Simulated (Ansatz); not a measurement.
Ansatz (a first-principles code) input (B3LYP-D3(BJ)/def2-TZVP):

Ansatz 0.2 input:
```yaml
crystal:
  periodic: [false, false, false]
  atoms:
    - {symbol: Rb, position_ang: [-1.21194036, -0.91739087, -1.09120791]}
    - {symbol: I, position_ang: [1.27259165, 0.89795030, 1.07570285]}
basis:
  gaussian:
    orbitals: def2-TZVP
hamiltonian:
  xc: b3lyp
  dispersion: d3bj
total_charge: 1
magnetization: {spin_polarized: true, initial_magnetization: 1}
relax: {f_tol: 0.002, max_steps: 150}
```

End of the output:

```
reference -8754.59459559 eV, -321.7254173105 hartree; 17, 16 occupied and 66, 67 virtual orbitals, 735 factors
relax step   2: F+E_penalty+E_count = -8754.65949559 eV  Δ(F+E_penalty+E_count) = -2.765e-4 eV  max|allowed force component| = 2.670e-2 eV/Å  Δτ_max = 0.0033 Å  (44 SCF iters, accepted)
these checks for a lower state are left out or cut short: starts, cluster_reference, orbital_swaps, neighbouring_geometries, increment
integrals: 0.03 GiB planned
735 factors; their error is unknown
mean field: 0.30 GiB planned
mean field -8754.59580375 eV, -321.7254617095 hartree, gradient 1.1e-5 eV, S^2 0.752356; 0 other end points of the search recorded, 0 dependent functions left out
the calculation of the forces begins
reference -8754.59602590 eV, -321.7254698734 hartree; 17, 16 occupied and 66, 67 virtual orbitals, 735 factors
relax step   3: F+E_penalty+E_count = -8754.66099917 eV  Δ(F+E_penalty+E_count) = -1.504e-3 eV  max|allowed force component| = 2.458e-3 eV/Å  Δτ_max = 0.0360 Å  (44 SCF iters, accepted)
these checks for a lower state are left out or cut short: starts, cluster_reference, orbital_swaps, neighbouring_geometries, increment
integrals: 0.03 GiB planned
735 factors; their error is unknown
mean field: 0.30 GiB planned
mean field -8754.59578403 eV, -321.7254609849 hartree, gradient 1.0e-5 eV, S^2 0.752356; 0 other end points of the search recorded, 0 dependent functions left out
the calculation of the forces begins
reference -8754.59600629 eV, -321.7254691528 hartree; 17, 16 occupied and 66, 67 virtual orbitals, 735 factors
relax step   4: F+E_penalty+E_count = -8754.66101615 eV  Δ(F+E_penalty+E_count) = -1.699e-5 eV  max|allowed force component| = 3.339e-4 eV/Å  Δτ_max = 0.0040 Å  (44 SCF iters, accepted)
integrals: 0.03 GiB planned
735 factors; their error is unknown
mean field: 0.30 GiB planned
mean field evaluation 64: about -8754.5958 eV, gradient 1.4e-3 eV
mean field evaluation 96: about -8754.5770 eV, gradient 1.6e0 eV
mean field -8754.59578403 eV, -321.7254609849 hartree, gradient 1.0e-5 eV, S^2 0.752356; 3 other end points of the search recorded, 0 dependent functions left out
the calculation of the forces begins
reference -8754.59600629 eV, -321.7254691528 hartree; 17, 16 occupied and 66, 67 virtual orbitals, 735 factors
Total energy: -8754.66123841 eV, -321.7278663892 hartree
Atom 0 at    -1.240550    -0.938295    -1.116160 Å, force    -0.000334    -0.000244    -0.000291 eV/Å
Atom 1 at     1.301201     0.918854     1.100655 Å, force     0.000334     0.000244     0.000291 eV/Å
Dipole moment:    -1.265201    -0.924428    -1.103458 e Å
```
